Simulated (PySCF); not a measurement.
## SeBr and its ions

PBE; Se x2c-SVPall, Br x2c-SVPall; spin-free X2C with a Gaussian nucleus (PySCF 2.14). Neutral (UKS): doublet (π ↑), Re = 2.297 Å, ωe = 313 cm⁻¹, De = 2.79 eV, HOMO -5.29 eV, LUMO -5.26 eV.

SeBr⁺ (UKS): triplet (π ↑↑), Re = 2.207 Å, ωe = 362 cm⁻¹, De = 3.56 eV to Se⁺ + Br. The energies at the minima are -5034.55281 hartree for SeBr and -5034.22990 for SeBr⁺.

Q: Work out the adiabatic ionisation energy, without and with harmonic zero-point energies (1 hartree = 27.2114 eV, 1 eV = 8065.5 cm⁻¹), and the change of the bond length.

A: At PBE: 0.32291 hartree = 8.787 eV between the minima; the zero-point term (362.0 − 313.0)/2 cm⁻¹ = +0.003 eV makes it 8.790 eV. Re changes by -9.0 pm against the neutral. The electron leaves a π orbital, and the shorter bond of the ion fits an antibonding orbital, or a change in how ionic the bond is.

Spin–orbit coupling is left out. For an ion De counts to the pair picked by the measured ionisation energies or electron affinities, which need not be the lowest pair at this level. States were picked by a PBE0 search and need not be the measured ground states.
